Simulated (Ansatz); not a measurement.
Calculated with Ansatz (gas phase, PBE0-D4/def2-TZVP geometries, no zero-point term in ΔE). CBS: MP2 limit from def2 TZ/QZ plus the TZ coupled-cluster correction, frozen cores. This one scheme is used for every species. Functionals use def2-TZVPP. One conformer a species, not always the lowest.

Consider the hydrogenolysis of the Si–N bond: `CN[SiH](C)O` + H₂ → `C[SiH2]O` + CH₃NH₂.

`CN[SiH](C)O`:

Z-matrix (Å, degrees):
```
C
N 1 1.445
H 1 1.093 2 109.7
H 1 1.097 2 113.0 3 119.7
H 1 1.095 2 111.8 3 -118.3
Si 2 1.710 1 126.0 3 -15.6
H 2 1.006 1 114.6 3 175.3
O 6 1.653 2 112.0 1 65.8
C 6 1.857 2 114.4 1 -51.5
H 6 1.491 2 103.7 1 -173.8
H 8 0.958 6 115.8 2 50.0
H 9 1.093 6 110.8 2 57.8
H 9 1.092 6 110.8 2 177.3
H 9 1.092 6 110.8 2 -62.2
```

H₂:

Z-matrix (Å, degrees):
```
H
H 1 0.746
```

`C[SiH2]O`:

Cartesian coordinates in Å:
```
C -1.127 -0.306 0.108
Si 0.697 0.017 0.307
O 1.452 0.300 -1.135
H -1.579 -0.533 1.078
H -1.304 -1.155 -0.556
H -1.645 0.564 -0.304
H 1.380 -1.173 0.870
H 0.884 1.175 1.228
H 1.242 1.112 -1.597
```

CH₃NH₂:

```xyz
7

C    -0.101   -0.116    0.547
N     0.376    0.390   -0.729
H    -0.889   -0.881    0.485
H    -0.488    0.713    1.144
H     0.736   -0.545    1.103
H    -0.383    0.802   -1.256
H     0.749   -0.362   -1.294
```

| level | ΔE (eV) |
| --- | --- |
| PBE-D4 | 0.53 |
| ωB97X-V | 0.52 |

**Question.** What does CCSD(T)/CBS give? (Estimate.)

**Answer.** Ansatz gave: +0.55 eV. The listed levels differ from it by -0.02, -0.03 eV.

Largest T1 diagnostic among the species: 0.010.

Leaving LDA and LC-ωPBE aside and taking each functional with its dispersion term where it has one, the values, not all of them listed here, spread over 0.10 eV, from B2PLYP to revPBE-D4. LDA lies +0.15 eV from PBE without D4. At CCSD(T), def2-SVP lies −0.13 eV from the extrapolated value and def2-TZVPP −0.02 eV. In def2-TZVPP, CCSD(T) changes the Hartree–Fock value by +0.21 eV (the triples alone add +0.04 eV) and MP2 by +0.28 eV.
